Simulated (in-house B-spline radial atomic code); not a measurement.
Configurations of Cu, with energies counted from [Ar] 3d10 4s1. Level of theory: Dirac-Hartree-Fock, average of configuration, Fermi nucleus of rms radius 3.8823 fm; calculated with a B-spline radial code for spherical atoms. Energies include first-order Breit, QED and recoil terms.

Occupations are held fixed; configurations that lie above the ionisation limit could autoionise.

| configuration | E - E(ref) (eV) | highest orbital | its <r> (bohr) |
| --- | --- | --- | --- |
| [Ar] 3d9 4s2 | -0.045505 | 4s1/2 | 2.927 |
| [Ar] 3d10 4d1 | 5.062 | 4d5/2 | 10.67 |
| [Ar] 3d9 4s1 5p1 | 5.8899 | 5p3/2 | 11.79 |
| [Ar] 3d10 6d1 | 6.0204 | 6d5/2 | 34.84 |
| [Ar] 3d10 8s1 | 6.1106 | 8s1/2 | 45.41 |
| [Ar] 3d10 6f1 | 6.1825 | 6f5/2 | 47.99 |
| [Ar] 3d9 4s1 7p1 | 6.9561 | 7p3/2 | 35.38 |
| [Ar] 3d9 4s1 5f1 | 6.9753 | 5f5/2 | 31.47 |
| [Ar] 3d9 4s1 6f1 | 7.1417 | 6f5/2 | 47.97 |
| [Ne] 3s2 3p5 3d10 4s2 | 76.354 | 4s1/2 | 2.908 |
| [Ne] 3s2 3p5 3d10 4s1 4d1 | 82.462 | 4d5/2 | 10.36 |

Question: Order these further configurations by energy, lowest first.
A. [Ne] 3s2 3p5 3d10 4s1 7d1
B. [Ne] 3s2 3p5 3d10 4s1 4f1
C. [Ne] 3s2 3p5 3d10 4s1 5d1
D. [Ar] 3d10 4f1
E. [Ar] 3d10 5g1

Answer: D (5.71 eV), E (6.0162 eV), C (83.13 eV), B (83.135 eV), A (83.606 eV).

Question: How far above the reference does [Ar] 3d9 4s1 6p1 lie?

Answer: 6.628 eV; its least bound orbital is 6p3/2 with <r> = 22.1 bohr.

Question: How far above the reference does [Ar] 3d10 5s1 lie?

Answer: 4.3594 eV; its least bound orbital is 5s1/2 with <r> = 9.372 bohr.

Question: How far above the reference does [Ar] 3d10 6p1 lie?

Answer: 5.724 eV; its least bound orbital is 6p3/2 with <r> = 23.49 bohr.

Question: Is the reference the lowest configuration at this level of theory?

Answer: No: [Ar] 3d9 4s2 lies 0.04551 eV lower. Averages of configurations without correlation can order differently from the measured ground levels.
